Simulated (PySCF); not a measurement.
A species of formula CH9GeNOSi has this rotational fingerprint, computed with PySCF 2.14.0, PBE0-D3(BJ)/def2-SVP geometry optimisation, gas phase:

| Property | Result |
| --- | --- |
| Rotational constants | A = 6357, B = 910.1, C = 836.5 MHz |
| Dipole components | \|μa\| = 0.10 D, \|μb\| = 0.91 D, \|μc\| = 0.08 D |
| Inertial defect | -30.67 u·Å² |
| κ | -0.97 |

**Question.** Which candidate fits, each taken in the one conformer that was computed?
A. `[CH3:1][NH:2][GeH2:3][O:4][SiH3:5]` with C1–N2–Ge3–O4 -74°, N2–Ge3–O4–Si5 -9°
B. `[CH3:1][NH:2][SiH2:3][O:4][GeH3:5]` with C1–N2–Si3–O4 -72°, N2–Si3–O4–Ge5 129°

**Answer.** B. It is CN[SiH2][O][GeH3], a near-prolate asymmetric top, point group C1. The candidates at the same level (rigid rotor, commonest isotopes):

```
              SMILES  A (MHz)  B (MHz)  C (MHz)  μa (D)  μb (D)  μc (D)  Δ (u·Å²)  point group                        rotor
C[NH][GeH2][O][SiH3]     3241     1724     1217    1.41    0.98    0.63    -34.03           C1               asymmetric top
   CN[SiH2][O][GeH3]     6357    910.1    836.5    0.10    0.91    0.08    -30.67           C1  near-prolate asymmetric top
```

`C[NH][GeH2][O][SiH3]` has B 89 % too high. No structure here is proved a minimum.
